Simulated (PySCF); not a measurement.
SiOBr, SMILES O=[Si]Br, multiplicity 2. Geometry optimised at PBE-D3(BJ)/def2-TZVP.

Calculation: PBE-D3(BJ)/def2-TZVP in PySCF 2.14.0.

Harmonic wavenumbers (cm⁻¹): 189, 380, 1132. Rotational constants (GHz): 46.27, 2.427, 2.306; symmetry number 1.

Q: Work out the zero-point energy and the ideal-gas rigid-rotor harmonic-oscillator thermochemistry at 298.15 K and 1 atm.

A: ZPE = ½ Σ hcν = ½ × 1700 cm⁻¹ = 10.17 kJ/mol. H − E(el) = 22.53 kJ/mol. Entropy in J/(mol K): translation 168.86, rotation 103.06, vibration 13.96, spin 5.76, total 291.65. G − E(el) = -64.43 kJ/mol. Cp = 48.42 J/(mol K).
